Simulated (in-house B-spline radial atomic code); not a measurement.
Successive ionisation energies of technetium; each step leads to the configuration of the next row (after the last: [Ar] 3d3/2(1)). Dirac energy differences include first-order Breit, QED and recoil terms. NIST's values go from ground level to ground level; the uncertainty of those that are theory runs from under 0.1 % in few-electron ions to several per cent in heavy many-electron ones. Computed with a B-spline radial code for spherical atoms: Dirac-Hartree-Fock, jj configuration that fills j = l - 1/2 first, finite nuclei.

A number in brackets counts the electrons of a j subshell.

```csv
ion,configuration,ionisation energy (eV),tabulated value (eV),tabulated kind,computed minus tabulated (eV),highest orbital,largest mean radius (bohr)
Tc10+,[Ar] 3d10 4s2 4p1/2(2) 4p3/2(1),213.1,214,tabulated theory,-0.9,4p3/2,1.0403
Tc11+,[Ar] 3d10 4s2 4p1/2(2),237.7,239,tabulated theory,-1.3,4p1/2,1.0071
Tc12+,[Ar] 3d10 4s2 4p1/2(1),261.7,262.08,semi-empirical,-0.4,4p1/2,0.98925
Tc13+,[Ar] 3d10 4s2,311.4,311,tabulated theory,0.4,4s1/2,0.94058
Tc14+,[Ar] 3d10 4s1,337.3,338.55,semi-empirical,-1.3,4s1/2,0.92702
Tc15+,[Ar] 3d10,604.1,604,tabulated theory,0.1,3d5/2,0.41211
Tc16+,[Ar] 3d3/2(4) 3d5/2(5),659.2,655,tabulated theory,4.2,3d5/2,0.40767
Tc17+,[Ar] 3d3/2(4) 3d5/2(4),716.0,713,tabulated theory,3.0,3d5/2,0.40327
Tc18+,[Ar] 3d3/2(4) 3d5/2(3),774.3,773,tabulated theory,1.3,3d5/2,0.39891
Tc19+,[Ar] 3d3/2(4) 3d5/2(2),834.3,829,tabulated theory,5.3,3d5/2,0.39505
Tc20+,[Ar] 3d3/2(4) 3d5/2(1),895.9,904,tabulated theory,-8.1,3d5/2,0.39152
Tc21+,[Ar] 3d3/2(4),966.6,968,tabulated theory,-1.4,3d3/2,0.388
Tc22+,[Ar] 3d3/2(3),1031.5,1032,tabulated theory,-0.5,3d3/2,0.38447
Tc23+,[Ar] 3d3/2(2),1098.0,1102,tabulated theory,-4.0,3d3/2,0.38098
```

**Question.** Where is the largest jump?

**Answer.** From Tc14+ to Tc15+, by a factor of 1.79 (337.27 to 604.11 eV); the highest orbital goes from 4s1/2 to 3d5/2.
